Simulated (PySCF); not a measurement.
Gas-phase equilibrium of 1 mol NO, 0.19 mol O2 at 1000 K and 0.100 bar, among 8 species (O2, N2, O, NO, O3, N, N2O, NO2). Only gases are allowed; each row takes one source of thermochemistry for all species, and Cantera finds the minimum.

Computed with PySCF and rigid-rotor harmonic-oscillator thermochemistry at 1 bar. The comparison is the NASA 1993 polynomial table, which mixes measured and estimated data. † marks an energy on the PBE0/def2-TZVP geometry and frequencies. MP2 freezes the core. Open shells (unrestricted) among the columns below: O2 (multiplicity 3), O (multiplicity 3, electronic degeneracy 9), NO2 (multiplicity 2); the rest are closed-shell singlets. Spin-orbit splitting is ignored; it lowers the true energy and changes the entropy of O. MP2 isn't extrapolated to the basis-set limit. The harmonic model lacks anharmonicity and excited electronic states, which grow with temperature; levels with a mode under 35 cm⁻¹ are left out.

Molecules larger than those listed are left out. Table species left out: NO3.

Mole fractions:

```json
[
 {"thermochemistry": "table", "x O2": "0.58", "x O": "3.8e-10", "x N2": "0.42", "x NO2": "1.1e-6", "x N2O": "7.2e-10"},
 {"thermochemistry": "HF/def2-TZVP†", "x O2": "0.13", "x O": "0.57", "x N2": "0.30", "x NO2": "<1e-12", "x N2O": "<1e-12"},
 {"thermochemistry": "MP2/def2-SVP†", "x O2": "0.58", "x O": "5.3e-10", "x N2": "0.42", "x NO2": "1.1e-6", "x N2O": "3.8e-9"},
 {"thermochemistry": "PBE0/def2-QZVP†", "x O2": "0.58", "x O": "1.6e-10", "x N2": "0.42", "x NO2": "9.0e-6", "x N2O": "1.6e-8"},
 {"thermochemistry": "PBE0/def2-SVP†", "x O2": "0.58", "x O": "8.1e-11", "x N2": "0.42", "x NO2": "2.5e-5", "x N2O": "5.0e-8"},
 {"thermochemistry": "LDA/def2-TZVP†", "x O2": "0.53", "x O": "<1e-12", "x N2": "0.40", "x NO2": "0.073", "x N2O": "0.00018"},
 {"thermochemistry": "ωB97X-V/def2-TZVP†", "x O2": "0.58", "x O": "9.2e-11", "x N2": "0.42", "x NO2": "6.2e-7", "x N2O": "3.7e-10"}
]
```
The most sensitive of these is O: it spans a factor of 10^11.8 over these rows; at this temperature one factor of ten is RT ln 10 = 19 kJ/mol.
